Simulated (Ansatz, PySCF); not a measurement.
This singlet lies 1.12 eV below the relaxed triplet at the level frozen-core CCSD(T)/aug-cc-pVTZ // PBE0-D3(BJ)/def2-TZVPD (Ansatz, a program for electronic structure).

Z-matrix (Å, degrees):
```
Al
H 1 1.6960
Cl 1 2.3021 2 94.71
```
Charge -1, spin multiplicity 1.

Problem. Give the HOMO and total energy at the level PySCF 2.14.0 with PBE0-D3(BJ)/def2-TZVPD.

Solution. 
```
Property             Value
------------  ------------
HOMO              -0.02 eV
total energy  -703.0548 Ha
```
